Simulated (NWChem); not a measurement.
System: C$_{2}$H$_{8}$OSi; SMILES C[C@H]([SiH3])O

```xyz
12

C     -1.1489     1.2757     0.1480
C      0.0321     0.5004    -0.4038
O      1.2108     1.0794     0.1375
Si    -0.0296    -1.3566     0.0429
H     -1.0504     2.3425    -0.1080
H     -2.0995     0.9051    -0.2644
H     -1.1906     1.1984     1.2456
H      0.0211     0.5962    -1.5102
H      1.9737     0.6730    -0.2866
H     -0.1340    -1.5215     1.5240
H      1.2444    -1.9950    -0.4199
H     -1.1784    -2.0556    -0.6158
```
Atoms are numbered in this order, from 1.

Program: NWChem. All runs use the structure optimised with PBE0/def2-SVP. Vzz is the largest principal value of the second derivative of the potential at the nucleus (NWChem prints the opposite sign); η is the asymmetry. Non-relativistic.

```
level                Vzz O3 (a.u.)  η O3  relative time
-------------------  -------------  ----  -------------
CAM-B3LYP/def2-TZVP         -1.862  0.86             20
PBE0/def2-SVP               -1.853  0.87              1
PBE0/def2-TZVP              -1.856  0.85              3
```

Relative times are rough (shared machine, one core).
